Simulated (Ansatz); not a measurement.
Computed with Ansatz on PBE0-D4/def2-TZVP structures; ΔE is electronic, products minus reactants. CCSD(T)/CBS is the MP2 limit (def2-TZVPP, def2-QZVPP) plus CCSD(T) − MP2 in def2-TZVPP, frozen cores. This one scheme is used for every species. DFT in def2-TZVPP. No spin–orbit coupling; open shells (•) take unrestricted orbitals. One conformer a species, not always the lowest.

Consider the homolysis of the B–S bond: `BS[SiH](C)Cl` → `[BH2]`• + `C[SiH]([S])Cl`•.

```json
{"level": "revPBE-D4", "ΔE (kJ/mol)": "472.4"}
{"level": "B2PLYP", "ΔE (kJ/mol)": "466.1"}
{"level": "PBE", "ΔE (kJ/mol)": "476.4"}
{"level": "BLYP", "ΔE (kJ/mol)": "445.7"}
{"level": "MP2/def2-SVP", "ΔE (kJ/mol)": "476.9"}
{"level": "MP2/def2-TZVPP", "ΔE (kJ/mol)": "489.9"}
{"level": "HF/CBS(def2)", "ΔE (kJ/mol)": "341.5"}
{"level": "MP2/CBS(def2)", "ΔE (kJ/mol)": "501.6"}
```

Q: What does CCSD(T)/CBS give? (Estimate.)

A: Computed: +483.9 kJ/mol. The listed levels differ from it by -11.5, -17.8, -7.5, -38.2, -7.0, 6.0, -142.4, 17.7 kJ/mol.

Largest T1 diagnostic among the species: 0.012.

From PBE to PBE0 (25 % exact exchange), in def2-TZVPP and without D4, ΔE moves by −5.3 kJ/mol: exact exchange takes away binding that semilocal exchange gives to molecules. In def2-TZVPP, CCSD(T) changes the Hartree–Fock value by +129.6 kJ/mol (the triples alone add +14.3 kJ/mol) and MP2 by +147.4 kJ/mol; breaking electron pairs costs correlation energy, which Hartree–Fock lacks. Leaving LDA and LC-ωPBE aside and taking each functional with its dispersion term where it has one, the values, not all of them listed here, spread over 32.8 kJ/mol, from BHLYP-D4 to ωB97M-V. LDA lies +70.2 kJ/mol from PBE without D4, its usual overbinding.
